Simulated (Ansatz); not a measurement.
TiCl₃, relaxed as a doublet with UKS r2SCAN-D4/def2-SVP in Ansatz, starting from the GFN2-xTB geometry. Force threshold 0.02 eV/Å.

Start:

```xyz
4

Ti   -0.012    0.279   -0.208
Cl   -1.024   -1.191   -1.344
Cl   -1.030    0.946    1.522
Cl    2.066   -0.035    0.031
```

| step | energy (eV) | largest force component (eV/Å) | SCF passes |
| --- | --- | --- | --- |
| 1 | -60670.8877 | 1.400 | 42 |
| 2 | -60671.0696 | 0.343 | 48 |
| 3 | -60671.1225 | 0.088 | 41 |
| 4 | -60671.1272 | 0.007 | 39 |
| 5 (rejected) | -60671.1260 | 0.060 | 42 |
| 6 | -60671.1272 | 0.007 | 39 |

Force components are those of the run's own axes.

End:

```xyz
4

Ti   -0.0003    0.0063   -0.0048
Cl   -1.0894   -1.1656   -1.4968
Cl   -1.0966    1.0996    1.5406
Cl    2.1863    0.0597   -0.0390
```

By distances, no bond broke or formed. The bond that changes most is Ti1–Cl4, from 2.12 to 2.19 Å (atoms count from 1).

The force fell under the threshold at step 4, but the optimiser went on. No frequencies were taken in this run, so the end may be a saddle point.

Hardware: 4 threads of Arm Neoverse V1 on a shared host. Wall time 28 s.
